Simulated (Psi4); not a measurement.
The Psi4 input:
```
memory 2 GB

molecule {
0 1
  Si    0.13646255   -0.19920830    0.28491332
  C     1.34040274    0.70438131   -0.85933678
  O    -0.77538189   -1.31273429   -0.45175775
  F    -0.86736644    0.93034814    0.86423853
  H     0.69967693   -0.90219834    1.41522491
  H     2.00218829    0.01012581   -1.36839396
  H     1.96162429    1.40069433   -0.30453314
  H     0.81511623    1.27730932   -1.62100285
  H    -1.42214489   -1.09456160   -1.11814543
}

set basis cc-pvdz
set freeze_core true

energy('ccsd(t)')
print_variables()
```

Q: Predict the MP2 correlation energy from CCSD(T)/cc-pVDZ (Psi4).

A: -0.6162 Eh

Q: What is the computed total energy (CCSD(T)/cc-pVDZ)?

A: -504.7982 Eh

Q: Give the coupled-cluster correlation energy (without the perturbative part) at the level CCSD(T)/cc-pVDZ.

A: -0.6504 Eh

Q: Estimate the nuclear repulsion energy that CCSD(T)/cc-pVDZ returns for this input.

A: 182.7179 Eh
